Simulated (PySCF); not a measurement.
C₆ coefficients of unlike pairs at PBE

Calculated with PySCF 2.14 from the dipole response of each species, C₆(A,B) = (3/π) ∫ α_A(iu) α_B(iu) du, in atomic units, from isotropic polarisabilities. For ions this is the dispersion term alone; charge-induced terms of lower order in 1/R come first.

| species | configuration | basis | relativity | α (bohr³) | C₆ (like pair) |
| --- | --- | --- | --- | --- | --- |
| Sn⁺ | [Kr] 4d10 5s2 5p1 (2P) | aug-cc-pVTZ-PP with one added diffuse shell each of d, f type with ECP28MDF (6s5p5d3f) | core potential | 27.16 | 201.6 |
| I²⁺ | [Kr] 4d10 5s2 5p3 (4S) | aug-cc-pVTZ-PP with ECP28MDF (6s5p4d2f) | core potential | 13.77 | 92.34 |
| Sc³⁺ | [Ar] (1S) | aug-cc-pVDZ (7s6p4d2f) | none | 2.113 | 5.402 |
| He | 1s2 (1S) | x2c-TZVPPall with one added diffuse shell each of s, p type (4s3p1d) | spin-free X2C | 1.552 | 1.722 |

Task: Estimate C₆ for Sc³⁺ with I²⁺.

Result: The integral gives 20.56. The combination rule 2 C_A C_B / (C_A α_B/α_A + C_B α_A/α_B) gives 20.20 and the geometric mean 22.33.

No spin-orbit coupling is included.

The other pairs:

| pair | C₆ |
| --- | --- |
| He, I²⁺ | 12.42 |
| I²⁺, Sn⁺ | 132.4 |
| He, Sc³⁺ | 2.965 |
| Sc³⁺, Sn⁺ | 27.10 |
| He, Sn⁺ | 17.13 |
